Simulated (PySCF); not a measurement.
C₃H₅ClSeSi.
SMILES: `Cl[SiH2][Se]C1C=C1`

Jobs on this species (11 atoms, 88 electrons) with PySCF (density fitting). Hardware of each: an Arm Neoverse V1 with one thread, on a shared host. Times come from a shared host and carry two figures at best. Peak memory is the resident size of the whole Python process, interpreter and libraries included.

```csv
level and settings,work,basis functions,SCF cycles,wall time,peak memory
"delta-SCF UKS PBE0, pcX-2 on the ionised atom, pcseg-1 elsewhere, spin-free X2C","ΔSCF core ionisation, 6 holes",172,?,?,?
"delta-SCF UKS SCAN, pcX-2 on the ionised atom, pcseg-1 elsewhere, spin-free X2C","ΔSCF core ionisation, 6 holes",172,?,?,?
"delta-SCF UKS B3LYP, pcX-2 on the ionised atom, pcseg-1 elsewhere, spin-free X2C","ΔSCF core ionisation, 6 holes",172,86,72 s,0.73 GiB
"delta-SCF UKS HF, pcX-2 on the ionised atom, pcseg-1 elsewhere, spin-free X2C","ΔSCF core ionisation, 6 holes",172,81,58 s,0.62 GiB
"delta-SCF UKS SCAN, pcX-2 on the ionised atom, pcseg-1 elsewhere, non-relativistic","ΔSCF core ionisation, 6 holes",172,98,44 s,0.57 GiB
"delta-SCF UKS PBE, pcX-2 on the ionised atom, pcseg-1 elsewhere, spin-free X2C","ΔSCF core ionisation, 6 holes",172,95,29 s,0.59 GiB
"delta-SCF UKS SCAN, pcX-1 on the ionised atom, pcseg-1 elsewhere, spin-free X2C","ΔSCF core ionisation, 6 holes",152,95,38 s,0.57 GiB
"delta-SCF UKS SCAN, def2-TZVP on the ionised atom, pcseg-1 elsewhere, spin-free X2C","ΔSCF core ionisation, 6 holes",149,95,43 s,0.57 GiB
"PBE0-D3(BJ)/def2-SVP, grid level 1",geometry optimisation from a GFN2-xTB start shaken at random,135,77,1.9 min,0.53 GiB
```

**Question.** Fill in the missing figures.

**Answer.** 
- delta-SCF UKS PBE0, pcX-2 on the ionised atom, pcseg-1 elsewhere, spin-free X2C; ΔSCF core ionisation, 6 holes: 72 s, 0.79 GiB, 83 SCF cycles
- delta-SCF UKS SCAN, pcX-2 on the ionised atom, pcseg-1 elsewhere, spin-free X2C; ΔSCF core ionisation, 6 holes: 43 s, 0.58 GiB, 97 SCF cycles

**Question.** What do all jobs in the table cost together?

**Answer.** About 8.6 min; the longest takes about 22 % of that, and about 3.9 times as long as the shortest.
